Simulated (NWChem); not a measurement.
System: SiH$_{2}$OClF; SMILES O[SiH](F)Cl

```xyz
6

Si    -0.0035     0.4580     0.3725
O     -1.2888     1.2525    -0.2530
F      1.3736     1.0307    -0.2430
Cl    -0.0539    -1.5332    -0.1190
H     -0.0067     0.6517     1.8296
H     -1.4996     1.1414    -1.1853
```
Atoms are numbered in this order, from 1.

Results from NWChem. Geometry optimised at PBE0/def2-SVP; all other runs use it. 

```json
[
 {"quantity": "anisotropy (bohr³), static", "level": "PBE0/def2-SVPD", "value": "9.4"},
 {"quantity": "−ε(HOMO) (eV)", "level": "PBE0/def2-SVP", "value": "9.37"},
 {"quantity": "vertical, lowest excitation, singlet (eV)", "level": "PBE0/def2-SVPD, TDA", "value": "8.37"},
 {"quantity": "dipole in solution (D) in water", "level": "PBE0/def2-SVP, SMD", "value": "1.43"},
 {"quantity": "dipole (D)", "level": "PBE0/def2-SVP", "value": "1.20"},
 {"quantity": "highest harmonic frequency (cm⁻¹)", "level": "PBE0/def2-SVP", "value": "3932"}
]
```
